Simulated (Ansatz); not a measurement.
`C=C(C)B(F)Cl` + HCl → `FB(Cl)Cl` + `C=CC` at 700 K and 1 bar (ligand exchange at a B–C bond).

Gas-phase electronic energies from Ansatz, PBE0-D4/def2-TZVP geometries. CCSD(T)/CBS adds triple-zeta CCSD(T) − MP2 to the extrapolated MP2 energy (def2 sets, frozen cores). This one scheme is used for every species. Each species was taken in one conformer, which may not be the lowest.

| species | CCSD(T)/CBS energy (Eh) | H − E (kJ/mol) | S (J/(mol·K)) |
| --- | --- | --- | --- |
| `C=C(C)B(F)Cl` | -701.62808 | 285.4 | 466.2 |
| HCl | -460.38127 | 38.4 | 211.8 |
| `FB(Cl)Cl` | -1044.28221 | 65.1 | 344.7 |
| `C=CC` | -117.74610 | 260.0 | 340.6 |

H − E and S are ideal-gas, rigid-rotor, harmonic terms from PBE0-D4/def2-TZVP, for one conformer and one mirror image of each species. 1 Eh = 2625.50 kJ/mol, R = 8.31446 J/(mol·K).

Problem. By hand: ΔE, ΔH, ΔS and ΔG.

Solution. ΔE = (-1044.28221) + (-117.74610) − (-701.62808) − (-460.38127) = -0.01896 Eh = -49.8 kJ/mol. Δ(H − E) = 65.1 + 260.0 − 285.4 − 38.4 = 1.3, so ΔH = -48.5 kJ/mol. ΔS = 344.7 + 340.6 − 466.2 − 211.8 = 7.3 J/(mol·K). ΔG = -48.5 − 700 × (7.3)/1000 = -53.6 kJ/mol.

Problem. By hand: the equilibrium constant, and the temperature at which ΔG would vanish if ΔH and ΔS stayed fixed.

Solution. log₁₀ K = −ΔG/(RT ln 10) = 4.0. ΔH and −TΔS have one sign here, so there is no such temperature.

The number of gas molecules stays the same, so ΔS is small and ΔH decides. A doubt of 5 kJ/mol in ΔE shifts log₁₀ K by 0.4 here. Other conformers and mirror images would add mixing entropy, several J/(mol·K) or more a flexible species. Modes under 60 cm⁻¹, often nearly free rotors, make the harmonic entropy too high. These are equilibria of isolated gas molecules and say nothing of rates. Largest T1 diagnostic: 0.012 (customary marks: 0.02 for closed shells, 0.045 for open ones).

ΔS is within the doubt of such terms, so its sign, and with it that verdict, could turn.
